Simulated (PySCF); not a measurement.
# Radial density of Mg (magnesium, neutral)

BP86, [Ne] 3s2, closed-shell 1S. All numbers are calculated (PySCF 2.14, no relativity, point nucleus, in def2-TZVP (5s4p3d, 32 functions)).

```
r (bohr)  4πr²ρ (e/bohr)
 0.00255         0.08412
 0.00430          0.2292
 0.00723          0.6025
  0.0122           1.517
  0.0204           3.517
  0.0344           7.147
  0.0578           11.61
  0.0973           13.18
   0.164           9.371
   0.275           7.614
   0.463           10.98
   0.779           7.725
    1.31           1.794
    2.20          0.7407
    3.71          0.4763
    6.23         0.05094
    10.5       0.0004223
```
